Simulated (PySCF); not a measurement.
## ScF₃: calculation against measurement

Isolated ScF₃, optimised in PySCF with density fitting and no spin–orbit coupling; def2 sets carry scalar-relativistic core potentials from Rb on. It is a singlet of D3h symmetry: PBE0/def2-SVP Sc–F 1.822 Å (×3).

Formally Sc is in oxidation state +3, d0. The polar-tensor charge on Sc, 2.28, is below the formal one.

Measured fundamentals (Jacox, Vibrational and Electronic Energy Levels of Polyatomic Transient Molecules, as compiled in the NIST Chemistry WebBook) beside computed harmonic wavenumbers, in cm⁻¹:

```json
{"mode as compiled": "e' asym. stretch", "computed symmetry": "e'", "measured": "692.1", "medium": "argon matrix", "PBE0/def2-SVP": "775"}
```

**Question.** How close does the calculation come?

**Answer.** Mean absolute differences: PBE0/def2-SVP 11.9 %. The mean ratio of measured to computed values at PBE0/def2-SVP is 0.893. Harmonic values should lie a little above fundamentals; matrices shift bands further, usually down by up to a few per cent.

Stability towards spin polarisation was not tested.
